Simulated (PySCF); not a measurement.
**How methods differ on the excitation energy of Eu²⁺**

Eu²⁺ [Xe] 4f7 (8S) → Eu²⁺ [Xe] 4f6 6s1 (8F), as a difference of total energies. All numbers are calculated (PySCF 2.14, the spin-free X2C one-electron Hamiltonian (Gaussian nucleus), in x2c-TZVPPall (11s7p7d4f2g, 113 functions)). Correlated levels: valence: [Kr] 4d10 frozen; valence and next inner shell: [Ar] 3d10 frozen. The calculations carry no spin-orbit coupling.

| method | excitation energy (eV) |
| --- | --- |
| UHF | 4.348 |
| LDA | 7.072 |
| PBE | 6.799 |
| PBE0 | 6.400 |
| r2SCAN | 6.705 |
| MP2 (valence) | 5.997 |
| SCS-MP2 (valence) | 5.130 |
| MP2 (valence and next inner shell) | 6.293 |
| SCS-MP2 (valence and next inner shell) | 5.450 |

Task: How much does correlation contribute at MP2 (valence and next inner shell)?

Result: 6.293 − (4.348) = 1.945 eV, measured against UHF.

A first-order spin-orbit estimate (lowest level to lowest level, LS coupling) adds -0.377 eV.

The basis was made for the ground configuration and has no added diffuse functions, so the excitation energy can come out too high.
